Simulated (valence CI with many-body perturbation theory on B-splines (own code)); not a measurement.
# Pt57+: what the settings do

Computed by relativistic CI+MBPT: three valence electrons over a frozen Dirac-Fock core [Ar], a basis of 6 s, 6 p, 5 d, 5 f, 1 g functions for each j, with the one-electron correlation potential Σ1 (screened to all orders), the two-electron term Σ2, the three-electron term Σ3, Breit, model QED; selected single and double excitations, second order for the rest, scaled by the run's own slope (own B-spline code, finite nucleus).

No measured spectrum was set against this ion. As an estimate, large intervals hold to a few tenths of a per cent, small ones and those within an open d or f shell to about a per cent. The list stops below the first excitations out of the core. Only levels of the ground parity were solved; by the run's estimate the other parity begins above the list, which can be wrong where configurations are misplaced.

The reference run has the lowest level (3d3/2^3) J=3/2 and an ionisation energy of 5800.58 eV. Its largest variational space holds 2182 state functions.

Levels are named by their leading jj configuration (3d3/2^4 stands for four electrons in 3d with j = 3/2), which in mixed levels can hold well under half, so a name can repeat and another be missing. Letters in brackets count levels of one name in rising energy.

Changed runs:
A. Breit term on → off
B. natural orbitals for correlation on → off
C. orbitals per symmetry with explicit Σ2 and valence Breit (the others get mean screening factors) 5 → 7
D. cutoff of virtual states (hartree) 12168 → 600 (bad on purpose)

Excitation energies of the reference run in cm⁻¹, and shifts in cm⁻¹:

```csv
Level,Reference,A,B,C,D
(3d3/2^2 3d5/2) J=5/2 [a],693087,+18888,-943,+7.6,-280
(3d3/2^2 3d5/2) J=3/2,746567,+15877,-442,+5.1,-248
(3d3/2^2 3d5/2) J=9/2,777089,+33648,-461,-2.4,-196
(3d3/2^2 3d5/2) J=7/2,780714,+28844,-449,+0.1,-228
(3d3/2^2 3d5/2) J=1/2,793358,+18306,-70,+2.0,-237
(3d3/2^2 3d5/2) J=5/2 [b],1000550,+17653,+1307,-7.0,-171
(3d3/2 3d5/2^2) J=7/2 [a],1460060,+39504,-1059,+5.5,-553
(3d3/2 3d5/2^2) J=9/2,1500530,+48321,-913,+2.7,-515
(3d3/2 3d5/2^2) J=3/2 [a],1546920,+32105,-273,+2.2,-555
(3d3/2 3d5/2^2) J=1/2,1572590,+34756,-17,-1.0,-537
(3d3/2 3d5/2^2) J=11/2,1581240,+56195,-404,-5.0,-440
(3d3/2 3d5/2^2) J=5/2 [a],1583040,+35215,-144,+1.9,-494
Ionisation energy (eV),5800.58,+5.89,-0.30,+0.0015,-0.33
```
